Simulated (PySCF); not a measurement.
PySCF 2.14 output of an unrestricted PBE0 calculation on a single atom or ion in x2c-QZVPPall (9s6p4d2f1g, 70 functions), with scalar relativity by spin-free X2C-1e:

```
SCF conv_tol = 1e-09
number electrons alpha = 9  beta = 8
    C. Adamo and V. Barone.,  J. Chem. Phys. 110, 6158 (1999)
    M. Ernzerhof and G. E. Scuseria.,  J. Chem. Phys. 110, 5029 (1999)
cycle= 1 E= -528.059546362513  delta_E= -0.00628  |g|= 0.0241  |ddm|= 0.087
cycle= 2 E= -528.059746691643  delta_E= -0.0002  |g|= 0.0133  |ddm|= 0.027
cycle= 3 E= -528.059793947292  delta_E= -4.73e-05  |g|= 0.00168  |ddm|= 0.0071
cycle= 4 E= -528.059794711486  delta_E= -7.64e-07  |g|= 0.000325  |ddm|= 0.00111
cycle= 5 E= -528.059794780763  delta_E= -6.93e-08  |g|= 1.06e-05  |ddm|= 0.000444
cycle= 6 E= -528.059794780832  delta_E= -6.89e-11  |g|= 2.99e-07  |ddm|= 1.5e-05
converged SCF energy = -528.059794780832  <S^2> = 0.75222706  2S+1 = 2.0022258
```

The run itself started from symmetry-adapted Hartree-Fock orbitals and held the occupation by maximum overlap, on a logarithmic radial grid, so the iterations belong to that start.

Problem. Which element, charge and spin multiplicity is this?

Solution. Ar⁺ (argon, charge +1), multiplicity 2; the state was [Ne] 3s1 3p6, 2S determinant (an excited configuration).
